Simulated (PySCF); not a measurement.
Computed with TPSSh-D3(BJ)/def2-TZVP // B3LYP-D3(BJ)/def2-TZVP run with PySCF. All species are isolated molecules in the gas phase. Delta-SCF ions had no search for a lower state. Excitations are Tamm–Dancoff values on a coarser integration grid. The basis has no diffuse functions, so Rydberg states are missing or too high.

Reference species (SMILES): `[CH3][Al]([CH3])[CH3]` (neutral, multiplicity 1).

The S1–T1 gap (TDA) is 0.29 eV and the S1 excitation (TDA) is 5.57 eV. The vertical ionisation energy (Delta-SCF) is 9.37 eV and the S1 oscillator strength is 0.000.

Changed species: `[CH3][AlH][CH3]` (1 of 3 CH3 replaced by H; the reference has 0 of 3 CH3 replaced by H).

Task: Give the shifts of the S1–T1 gap (TDA), S1 excitation (TDA), vertical ionisation energy (Delta-SCF) and S1 oscillator strength.

Result: the S1–T1 gap (TDA) decreases by 0.03 eV, to 0.26 eV; the S1 excitation (TDA) falls by 0.26 eV, to 5.31 eV; the vertical ionisation energy (Delta-SCF) increases by 0.34 eV, to 9.71 eV; the S1 oscillator strength is nearly the same.
